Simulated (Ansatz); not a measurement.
Start from `O[C](F)(F)[GeH3]` and change one atom or group to get `N[SiH2]C(O)(F)F`.

Ansatz, PBE0-D4/def2-TZVP geometries, multiplicity 1. Each molecule was computed in one conformer, which needn't be the lowest.

Scalar relativity is left out up to krypton.

| property | `O[C](F)(F)[GeH3]` |
| --- | --- |
| HOMO energy (B3LYP/def2-TZVPP) / eV | -8.36 |
| LUMO energy (PBE0/def2-TZVPP) / eV | 0.26 |
| HOMO–LUMO gap (PBE/def2-TZVPP) / eV | 6.53 |
| HOMO energy (PBE0/def2-TZVPP) / eV | -8.55 |
| LUMO energy (B3LYP/def2-TZVPP) / eV | -0.07 |
| LUMO energy (ωB97M-V/def2-TZVPP) / eV | 1.84 |

Problem. Give the same properties after the change, and the shifts. (Estimate.)

Solution. Ansatz gave: 
```json
{"property": "HOMO energy (B3LYP/def2-TZVPP) / eV", "`N[SiH2]C(O)(F)F`": "-7.54", "shift": "0.82"}
{"property": "LUMO energy (PBE0/def2-TZVPP) / eV", "`N[SiH2]C(O)(F)F`": "0.29", "shift": "0.03"}
{"property": "HOMO–LUMO gap (PBE/def2-TZVPP) / eV", "`N[SiH2]C(O)(F)F`": "5.72", "shift": "-0.81"}
{"property": "HOMO energy (PBE0/def2-TZVPP) / eV", "`N[SiH2]C(O)(F)F`": "-7.75", "shift": "0.80"}
{"property": "LUMO energy (B3LYP/def2-TZVPP) / eV", "`N[SiH2]C(O)(F)F`": "-0.01", "shift": "0.06"}
{"property": "LUMO energy (ωB97M-V/def2-TZVPP) / eV", "`N[SiH2]C(O)(F)F`": "1.83", "shift": "-0.01"}
```

B3LYP here is the variant with VWN-RPA as its local correlation; programs differ in this.
